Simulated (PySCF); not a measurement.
C8H5N5, SMILES C1=CC2=NC=NC3=NC=CC(=N1)N23.

Geometry: B3LYP-D3(BJ)/def2-SVP.

Method: PBE/def2-SVP (PySCF).

The molecule is in vacuum.

Question: Estimate the frontier levels, gap, dipole moment and polarisability. (The exact figures need the calculation; the answer reports its results.)

Answer: 
| Quantity | Value |
|---|---|
| highest occupied level | -5.42 eV |
| lowest empty level | -3.38 eV |
| orbital gap | 2.04 eV |
| dipole moment | 2.43 D |
| quadrupole, principal values (traceless, Buckingham form, about the centre of nuclear charge) | -8.45, 1.06, 7.39 D·Å |
| mean static polarisability | 117.7 bohr³ (17.44 Å³) |
| polarisability, principal values | 47.4, 149.1, 156.6 bohr³ |
